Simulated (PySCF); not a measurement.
PySCF input file for Cl3Sc, SMILES [Cl][Sc-]([Cl])[Cl] (connectivity only; charge and spin as stated), charge -1, multiplicity 2, PBE-D3(BJ)/def2-SVPD. Geometry: PBE-D3(BJ)/def2-SVPD. The spin state was assumed, not searched.

```python
import numpy as np
from pyscf import gto, scf, dft, df
from pyscf.hessian import thermo

mol = gto.M(
    atom='''
    Sc    0.00000000    0.00000000    0.00000000
    Cl    2.38706402    0.00000000    0.00000000
    Cl   -1.19353201    2.06725808    0.00000000
    Cl   -1.19353201   -2.06725808    0.00000000
    ''',
    basis='def2-SVPD',
    charge=-1,
    spin=1,
    max_memory=1600,
    verbose=3,
)
mf = dft.UKS(mol, xc='pbe').density_fit(auxbasis='def2-universal-jkfit')
mf.disp = 'd3bj'
mf.grids.level = 3
mf.conv_tol = 1e-11
mf.max_cycle = 100
mf.kernel()
fine, coarse = mf.grids, dft.Grids(mol).set(level=1).build(with_non0tab=True)
for _ in range(3):  # follow internal instabilities
    mf.grids = coarse
    mo, _, stable, _ = mf.stability(return_status=True, nroots=4)
    mf.grids = fine
    if stable:
        break
    mf.kernel(mf.make_rdm1(mo, mf.mo_occ))

# [left out here: the lines that compute and print the analytic Hessian (its translational invariance restored by hand, since the grid's response is missing), thermochemistry and intensities]
```

Output:

```

WARN: HOMO -0.370673671177819 >= LUMO -0.370673671177819


WARN: HOMO 0.218587455719448 >= LUMO 0.21858801745918


WARN: HOMO 0.209033563561935 >= LUMO 0.209304388013037


WARN: HOMO -0.471192878340147 >= LUMO -0.48476888036298

converged SCF energy = -2140.34051413215  <S^2> = 0.75155587  2S+1 = 2.0015553
<class 'pyscf.df.df_jk.DFUKS'> wavefunction is stable in the internal stability analysis

WARN: DFTD3 does not support analytical Hessian, using finite difference


WARN: Mole.unit (angstrom) is changed to Bohr

Mode                                 0                   1                   2
Irrep
Freq [cm^-1]                       64.6591             80.2384             80.3061
Reduced mass [au]                  41.6385             36.4502             36.4503
Force const [Dyne/A]                0.1026              0.1383              0.1385
Char temp [K]                      93.0300            115.4452            115.5426
Normal mode                   x     y     z       x     y     z       x     y     z
       0  Sc                 0.00  0.00  0.13   -0.05 -0.00  0.00    0.00 -0.05  0.00
       1  Cl                 0.00 -0.00 -0.05   -0.06  0.00 -0.00    0.00  0.11 -0.00
       2  Cl                -0.00 -0.00 -0.05    0.07  0.08 -0.00    0.08 -0.02 -0.00
       3  Cl                -0.00  0.00 -0.05    0.07 -0.08 -0.00   -0.08 -0.02 -0.00
Mode                                 3                   4                   5
Irrep
Freq [cm^-1]                      263.9187            366.4876            366.4934
Reduced mass [au]                  35.4500             40.3382             40.3383
Force const [Dyne/A]                1.4548              3.1922              3.1923
Char temp [K]                     379.7202            527.2940            527.3024
Normal mode                   x     y     z       x     y     z       x     y     z
       0  Sc                 0.00  0.00 -0.00   -0.00 -0.11 -0.00    0.11 -0.00 -0.00
       1  Cl                 0.10 -0.00  0.00    0.00  0.01  0.00   -0.09  0.00  0.00
       2  Cl                -0.05  0.08  0.00   -0.04  0.07  0.00   -0.03  0.04  0.00
       3  Cl                -0.05 -0.08  0.00    0.04  0.07  0.00   -0.03 -0.04  0.00
temperature 298.1500 [K]
pressure 101325.00 [Pa]
Rotational constants [GHz] 1.66794 1.66794 0.83397
Symmetry number 6
Zero-point energy (ZPE) 0.00278 [Eh]   7309.801 [J/mol]
                           tot       elec      trans        rot        vib
Entropy [J/mol/K]       351.411      5.763    171.345    107.766     66.537
Cv [J/mol/K]             69.786      0.000     12.472     12.472     44.843
Cp [J/mol/K]             78.101      0.000     20.786     12.472     44.843
Internal energy [J/mol]                      3718.434   3718.434  16511.592
Internal energy [Eh]   -2140.33139  -2140.34051
Enthalpy [J/mol]                             6197.391   3718.434  16511.592
Enthalpy [Eh]          -2140.33045
Gibbs free energy [J/mol]                  -44889.127 -28411.946  -3326.368
Gibbs free energy [Eh] -2140.37035
mode   freq/cm-1   IR/(km/mol)
   1       64.66         0.077
   2       80.24         1.057
   3       80.31         1.059
   4      263.92         0.000
   5      366.49       116.289
   6      366.49       116.259
max |gradient| / (hartree/bohr): 0.00016214215857875358
APT charges: [ 0.9079 -0.6362 -0.6359 -0.6359]
```

The calculation finished and met its thresholds.

Cost: very roughly 3 core-minutes.
